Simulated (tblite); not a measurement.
Compound: C₃H₈N₂SSi.
SMILES with atom numbers: `[CH:1]#[C:2][CH2:3][S:4][SiH:5]([NH2:6])[NH2:7]` (hydrogens: H8 on C1; H9, H10 on C3; H11 on Si5; H12, H13 on N6; H14, H15 on N7)

The geometry is computed with GFN2-xTB (gas phase).

(1) List the bond lengths, angles and torsions at this level.

Results:

(1) 
| bond | length (pm) | order |
| --- | --- | --- |
| C1≡C2 | 119.7 | triple |
| C2–C3 | 143.8 | single |
| C3–S4 | 184.3 | single |
| S4–Si5 | 215.1 | single |
| Si5–N6 | 171.3 | single |
| Si5–N7 | 172.6 | single |
| C1–H8 | 104.9 | single |
| C3–H9, C3–H10 | 109.1 | single |
| Si5–H11 | 146.0 | single |
| N6–H12 and 3 like bonds | 100.6 | single |

Bonds in one row agree within 1 pm and their mean is given. Orders are formal, as drawn. A selection of angles:
| angle | degrees |
| --- | --- |
| C2–C1–H8 | 178.4 |
| C1–C2–C3 | 177.0 |
| C2–C3–S4 | 111.9 |
| C2–C3–H9 | 110.5 |
| C2–C3–H10 | 111.0 |
| S4–C3–H9 | 105.1 |
| S4–C3–H10 | 108.4 |
| H9–C3–H10 | 109.6 |
| C3–S4–Si5 | 100.3 |
| S4–Si5–N6 | 104.9 |
| S4–Si5–H11 | 108.8 |
| N6–Si5–N7 | 114.6 |
| N6–Si5–H11 | 107.3 |
| N7–Si5–H11 | 114.9 |
| Si5–N6–H12 | 119.3 |
| H12–N6–H13 | 110.7 |
| Si5–N7–H14 | 121.3 |
| H14–N7–H15 | 110.4 |

Dihedral angles: C2–C3–S4–Si5 -72° (synclinal); C3–S4–Si5–N6 161° (antiperiplanar). The mirror-image conformer, all signs reversed, is as good.

Si5 (SiH silicon) is distorted tetrahedral (angles from 104.9° to 114.9°). The C–C distances run from 1.197 Å (C1≡C2, drawn triple) to 1.438 Å (C2–C3, drawn single), a spread of 0.241 Å. Of the pairs four or more bonds apart, C2···H11 is among the closest relative to their van der Waals radii: 3.02 Å, 104 % of the sum of Bondi's values. N6 (silicon-bound nitrogen) has angles 119.6°, 119.3° and 110.7°, sum 349.6°, 0.22 Å off the plane of its three neighbours.

Point group: C1 (no symmetry element, even within 0.4 Å). Its GFN2-xTB frequencies are all real (lowest 18 cm⁻¹). The numbers are those of one conformer (C2–C3–S4–Si5 -72°, C3–S4–Si5–N6 161°, S4–Si5–N6–H 166° and 24°, S4–Si5–N7–H 36° and -179°). 3 starts were optimised and ended at 0.00, 0.88 and 0.99 kcal/mol (GFN2-xTB); the lowest of these is shown.

Time: 0.76 s of wall time. Hardware: Arm Neoverse V1, one thread, no GPU, shared host with 64 logical CPUs at a one-minute load of 28. That covers the optimisation of the geometry.
